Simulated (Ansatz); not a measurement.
`C[SiH2][Te]C` + SiH₄ → `C[Te][SiH2][SiH3]` + CH₄  (formal exchange of groups at the Si–C bond)

Calculated with Ansatz (gas phase, PBE0-D4/def2-TZVP geometries, no zero-point term in ΔE). CCSD(T)/CBS is the MP2 limit (def2-TZVPP, def2-QZVPP) plus CCSD(T) − MP2 in def2-TZVPP, frozen cores. This one scheme is used for every species. Functionals use def2-TZVPP. def2 core potentials past Kr. For Te outer-core shells are correlated without core-valence functions, which leaves a few kJ/mol of doubt a bond. One conformer a species, not always the lowest.

(1) Is it downhill or uphill in electronic energy at CCSD(T)/CBS, and by how much? (Best estimate.)

(2) What do these levels give: PBE-D4, r2SCAN-D4, ωB97X-V, B2PLYP, PBE0, HF/def2-TZVPP, MP2/def2-TZVPP, CCSD/def2-TZVPP, CCSD(T)/def2-TZVPP, HF/def2-QZVPP, HF/CBS(def2), CCSD/CBS(def2)? (Estimate.)

Largest T1 diagnostic among the species: 0.011.

Results:

(1) Ansatz gave: Downhill: ΔE = -11.8 kJ/mol.

(2) The calculation gave: PBE-D4 -24.3, r2SCAN-D4 -16.4, ωB97X-V -10.7, B2PLYP -8.8, PBE0 -18.6, HF/def2-TZVPP -0.4, MP2/def2-TZVPP -5.7, CCSD/def2-TZVPP -8.4, CCSD(T)/def2-TZVPP -10.2, HF/def2-QZVPP 0.3, HF/CBS(def2) 0.4, CCSD/CBS(def2) -10.0 kJ/mol.

In def2-TZVPP, CCSD(T) changes the Hartree–Fock value by −9.8 kJ/mol (the triples alone add −1.8 kJ/mol) and MP2 by −5.3 kJ/mol. From PBE to PBE0 (25 % exact exchange), in def2-TZVPP and without D4, ΔE moves by +3.5 kJ/mol. The D4 term adds −3.6 kJ/mol with B3LYP and −2.1 kJ/mol with PBE0; it sums over pairs of atoms, weighted by their polarisabilities, and B3LYP, whose exchange is more repulsive, gets the larger term.

B3LYP here is the variant with VWN-RPA as its local correlation; programs differ in this.
